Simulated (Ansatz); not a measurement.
```yaml
crystal:
  periodic: [false, false, false]
  atoms:
    - {symbol: C, position_ang: [1.642773, -1.638858, -1.507442]}
    - {symbol: O, position_ang: [0.835655, -0.766582, -0.786584]}
    - {symbol: Ta, position_ang: [-0.828963, -0.110042, -0.188880]}
    - {symbol: F, position_ang: [-1.623084, -1.219815, -1.507842]}
    - {symbol: F, position_ang: [-2.627024, 0.306305, 0.297467]}
    - {symbol: O, position_ang: [-0.424202, 1.684548, -0.550844]}
    - {symbol: C, position_ang: [0.633091, 2.483452, -1.006377]}
    - {symbol: O, position_ang: [-0.515263, -0.629245, 1.594297]}
    - {symbol: C, position_ang: [-1.227053, -0.639746, 2.805673]}
    - {symbol: H, position_ang: [2.385129, -1.079229, -2.084448]}
    - {symbol: H, position_ang: [2.169325, -2.313554, -0.825474]}
    - {symbol: H, position_ang: [1.034541, -2.233745, -2.196958]}
    - {symbol: H, position_ang: [0.906826, 3.203278, -0.230807]}
    - {symbol: H, position_ang: [1.506224, 1.870073, -1.249920]}
    - {symbol: H, position_ang: [0.317940, 3.030461, -1.898404]}
    - {symbol: H, position_ang: [-1.221988, -1.651699, 3.218537]}
    - {symbol: H, position_ang: [-0.740888, 0.032375, 3.517715]}
    - {symbol: H, position_ang: [-2.260540, -0.316678, 2.652094]}
basis:
  gaussian: {orbitals: def2-TZVPD, final_grid: {core_spheres: 1, valence_spheres: 1, degree: 3}}
hamiltonian: {xc: {name: r2SCAN}}
```

```sh
$ ansatz run in.yaml --threads 4 --pin off --events-out ev --progress --plain --max-ram 66560MiB --backend cuda --devices 0, --max-vram 37GiB
```

It prints (some lines left out):

```
Functional definition: r2SCAN
2293 factors; their error is unknown
mean field evaluation 1: about -16368.5421 eV, gradient 1.2e2 eV
mean field evaluation 2: about -16189.1786 eV, gradient 3.3e2 eV
mean field evaluation 4: about -16390.5970 eV, gradient 3.4e1 eV
mean field evaluation 8: about -16392.4771 eV, gradient 3.6e-1 eV
a density is far from that of the atoms, so the factors are made again for it
4444 factors; integrals over basis functions are off by at most 9.3e-4 eV
mean field -16810.29062535 eV, -617.7667860574 hartree, gradient 2.7e-5 eV, S^2 0.000000; 0 other end points of the search recorded, 0 dependent functions left out
reference -16810.29062569 eV, -617.7667860698 hartree; 41, 41 occupied and 394, 394 virtual orbitals, 4444 factors
Total energy: -16810.29062569 eV, -617.7667860698 hartree
```

In this input the integration grid is far too coarse. Self-consistency was reached. The result belongs to that input, not to the molecule as meant.
